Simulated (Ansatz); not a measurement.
Input for Ansatz (a quantum-chemistry and plane-wave program): U-r2SCAN/def2-TZVPP on ClGaH2 (SMILES [Cl][GaH2]), a point of a bond scan (R = 1.733 Å).

Ansatz 0.2 input:
```yaml
crystal:
  periodic: [false, false, false]
  atoms:
    - {symbol: Ga, position_ang: [-0.00289679, -0.23188832, -0.67116797]}
    - {symbol: H, position_ang: [-1.40910429, -0.31184703, -1.33456264]}
    - {symbol: H, position_ang: [1.39793515, -0.58224349, -1.25325605]}
    - {symbol: Cl, position_ang: [0.00417215, 0.33398131, 0.96666173]}
basis:
  gaussian:
    orbitals: def2-TZVPP
hamiltonian:
  xc: {name: r2SCAN}
magnetization: {spin_polarized: true, initial_magnetization: 0}
```

The head of its log:

```
WARN ansatz: RAYON_NUM_THREADS=1 ignored (pool sized by the plan → 1); use --threads N
Functional definition: r2SCAN
integrals: 0.04 GiB planned
780 factors; their error is unknown
mean field: 0.41 GiB planned
mean field evaluation 1: about -64929.7731 eV, gradient 2.2e1 eV
mean field evaluation 2: about -64929.6198 eV, gradient 3.0e1 eV
```

**Question.** Give the final energy of this run.

**Answer.** -2386.1712 hartree.
